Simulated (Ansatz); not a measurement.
Input file for Ansatz (an electronic-structure program): R-PBE/def2-TZVPP on C2H7Ga (SMILES C[CH2][GaH2]), a point of a torsion scan.

Ansatz 0.2 input:
```yaml
crystal:
  periodic: [false, false, false]
  atoms:
    - {symbol: C, position_ang: [-1.08494010, 0.49234878, 0.27561578]}
    - {symbol: C, position_ang: [-0.31398856, -0.68919634, -0.32904165]}
    - {symbol: Ga, position_ang: [1.65042017, -0.48600656, 0.18450040]}
    - {symbol: H, position_ang: [-2.11371562, 0.52626800, -0.08287771]}
    - {symbol: H, position_ang: [-0.59971622, 1.43622258, 0.00940026]}
    - {symbol: H, position_ang: [-1.10095268, 0.42440274, 1.36506660]}
    - {symbol: H, position_ang: [-0.44442237, -0.69169723, -1.41835198]}
    - {symbol: H, position_ang: [-0.72068583, -1.64123492, 0.03309765]}
    - {symbol: H, position_ang: [2.70598832, -1.65244570, 0.40671664]}
    - {symbol: H, position_ang: [2.24419226, 0.95538795, 0.48290037]}
basis:
  gaussian:
    orbitals: def2-TZVPP
hamiltonian:
  xc: {name: PBE}
scf: {lower_state_search: off}
```

Program output:

```
WARN ansatz: RAYON_NUM_THREADS=1 ignored (pool sized by the plan → 1); use --threads N
Functional definition: PBE
these checks for a lower state are left out or cut short: stability, starts, cluster_reference, orbital_swaps, neighbouring_geometries, increment
integrals: 0.11 GiB planned
1141 factors; their error is unknown
mean field: 0.86 GiB planned
mean field evaluation 1: about -54541.0166 eV, gradient 8.1e1 eV
mean field evaluation 2: about -54457.6613 eV, gradient 1.6e2 eV
mean field evaluation 4: about -54555.0166 eV, gradient 8.4e0 eV
mean field evaluation 8: about -54555.1758 eV, gradient 1.9e-1 eV
mean field evaluation 16: about -54555.1459 eV, gradient 1.8e-4 eV
mean field -54555.14590697 eV, -2004.8646332751 hartree, gradient 7.0e-6 eV, S^2 0.000000; 0 other end points of the search recorded, 0 dependent functions left out
reference -54555.14595286 eV, -2004.8646349614 hartree; 25, 25 occupied and 183, 183 virtual orbitals, 1141 factors
Total energy: -54555.14595286 eV, -2004.8646349614 hartree
Checks for a lower state left out: stability, starts, cluster_reference, orbital_swaps, neighbouring_geometries, increment
```

Self-consistency was reached.

Cost: around 2.4 core-seconds (rough).
